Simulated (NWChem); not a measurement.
# GeSiH4F2; SMILES [GeH3][SiH](F)F

```xyz
8

Si     0.0027    -1.0296    -0.3843
F      1.2735    -1.7080     0.3885
F     -1.3542    -1.6832     0.2515
Ge     0.0013     1.3120     0.0541
H      0.0739    -1.4381    -1.8246
H     -1.2167     1.9802    -0.6345
H      1.3006     1.9562    -0.4945
H     -0.0813     1.5614     1.5805
```
Atoms are numbered in this order, from 1.

Level: PBE-D3(BJ)/def2-SVP (NWChem), optimised geometry, unscaled harmonic frequencies. 

| frequency (cm⁻¹) | IR intensity (km/mol) |
|---|---|
| 87 | 0.0 |
| 123 | 1.7 |
| 167 | 10.8 |
| 287 | 21.6 |
| 351 | 3.1 |
| 448 | 14.6 |
| 474 | 18.7 |
| 746 | 295.7 |
| 790 | 3.5 |
| 794 | 23.8 |
| 843 | 35.4 |
| 846 | 10.2 |
| 861 | 127.0 |
| 930 | 149.4 |
| 2078 | 45.6 |
| 2093 | 92.2 |
| 2098 | 76.7 |
| 2189 | 143.8 |

```yaml
zero_point_energy: 23.2 kcal/mol
thermal correction to the enthalpy at 298.15 K (with zero-point energy): 28.0 kcal/mol
heat capacity Cv: 21.9 cal/(mol K)
entropy at 298.15 K and 1 atm (symmetry number 1): 83.0 cal/(mol K)
dipole_moment: 1.56 D
```

Rigid rotor and harmonic oscillator; modes under 100 cm⁻¹ make the entropy uncertain.
